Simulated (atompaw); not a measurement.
Bi: one change to a PAW (atompaw) potential, before and after

bismuth (Bi), PAW, made with atompaw 4.2.0.5 (PBE, scalar-relativistic). Core [Xe] 4f14, reference 5d10 6s2 6p3. Waves: 6s (bound): rc 2.00 bohr; 6s channel at 4.05 Ry: rc 2.00 bohr; 6p (bound): rc 2.00 bohr; 6p channel at 2.55 Ry: rc 2.00 bohr; 5d (bound): rc 2.00 bohr; 5d channel at -1.35 Ry: rc 2.00 bohr. Local part: ultrasoft scheme with l = 3 at 0 Ry, radius 1.95 bohr. Core correction: smooth core density matched at 1.30 bohr. Augmentation charge: besselshape compensation charge, radius 1.45 bohr; PAW radius 2.00 bohr; waves and projectors: custom rrkj gramschmidtortho.

All-electron outer shells of the reference configuration (PBE, scalar-relativistic, ld1.x):

```tsv
shell	level (eV)	outermost node (bohr)	outermost maximum (bohr)
4f	-152.59	–	0.34
5p	-95.86	0.48	0.86
5d	-27.08	0.51	1.03
6s	-14.48	0.98	1.88
6p	-4.57	1.14	2.44
```

Change: wave 6s (bound): rc 2.00 bohr becomes 6s (bound): rc 1.16 bohr.

Cutoffs: the cutoffs (Ry, on a coarse ladder) from which the occupation-weighted sum of valence levels, in a spherical-Bessel basis at the reference potential, stays within 10 and 1 mRy of its value at 400 Ry; they do not see the model core or the augmentation charge, which bear on the density cutoff.

Problem. What does the change do?

Solution. The potential gets harder (30 Ry and 50 Ry → 40 Ry and 70 Ry); both files keep a bound ghost (s).

| quantity | base | changed |
| --- | --- | --- |
| cutoff, loose | 30 Ry | 40 Ry |
| cutoff, tight | 50 Ry | 70 Ry |
| loose cutoff by channel (10 mRy a level) | s 8 Ry, p 8 Ry, d 25 Ry | s 30 Ry, p 8 Ry, d 25 Ry |
| bound ghosts | s | s |
| s: phases at 2.01 bohr within 0.05 rad from the reference energy up to (Ry; the scan ends near 5) | to the end of the scan | to the end of the scan |
| p: phases at 2.01 bohr within 0.05 rad from the reference energy up to (Ry; the scan ends near 5) | 0.4 | 0.4 |
| d: phases at 2.01 bohr within 0.05 rad from the reference energy up to (Ry; the scan ends near 5) | 2.5 | 2.5 |
| lowest overlap eigenvalue by channel | s 0.59, p 0.57, d 0.56 | s 0.01, p 0.57, d 0.56 |

 A true bound ghost makes a file unfit for plane-wave use even where its test errors are small: the radial tests pick states by their node count and pass the ghost by. The cutoffs see the waves, projectors and local potential, not the compensation charge or the core.
